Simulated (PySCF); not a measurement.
Two structures, one formula

The two ends of one reaction step of GeH5Cl, closed shell (PBE0-D4/def2-TZVP).

A:

```
7
angstrom
Ge -0.1357 0.7574 -0.8902
H -0.1316 -1.6780 2.4956
H -1.1185 0.4739 -2.0305
H -0.8216 0.7107 0.4781
H 0.6196 2.0726 -1.1052
H 0.2573 -1.6684 1.8583
Cl 1.3314 -0.8231 -0.9157
```

B:

Ge1  (-0.727, 0.706, 0.181)
H2  (-0.053, -0.452, 0.947)
H3  (-1.471, 0.129, -1.028)
H4  (-1.709, 1.403, 1.130)
H5  (0.354, 1.688, -0.281)
H6  (1.394, -1.492, -0.049)
Cl7  (2.214, -1.985, -0.903)
(Å)

PySCF 2.14 with density fitting (its default auxiliary sets; JK sets also for MP2 and CCSD(T)); basis: def2-TZVPP; cores frozen in the correlated methods. Filled d shells of the heavier atoms are correlated. The def2 sets are not built for correlating such inner shells, so the correlated values are less sure here. B3LYP uses VWN-RPA correlation.

Problem. Which structure is lower at CCSD(T), and by how much? (To be estimated.)

Solution. Computed: A, by 0.449 eV (electronic energy, against the other). By their contacts, A is a complex of GeH₃Cl ([Cl][GeH3]) + H₂ and B is a complex of GeH₄ + HCl.

All methods give the same order:

```tsv
method	E(B) − E(A) (eV)
SPW92	0.350
PBE-D4	0.475
r2SCAN-D4	0.516
PBE0-D4	0.478
B3LYP-D4	0.490
BHLYP-D4	0.506
wB97M-V	0.502
HF	0.513
MP2	0.530
CCSD	0.432
CCSD(T)	0.449
```

The T1 diagnostic stays at or below 0.011.

Labels in which every atom is bracketed show which atoms are joined, not bond orders.

For scale, one of the runs: CCSD(T)/def2-TZVPP, 160 basis functions, launched by `OMP_NUM_THREADS=4 python run.py`. Hardware: 4 CPU threads of an Intel Xeon, shared host. Wall time 80 s; peak host memory 1.3 GiB.
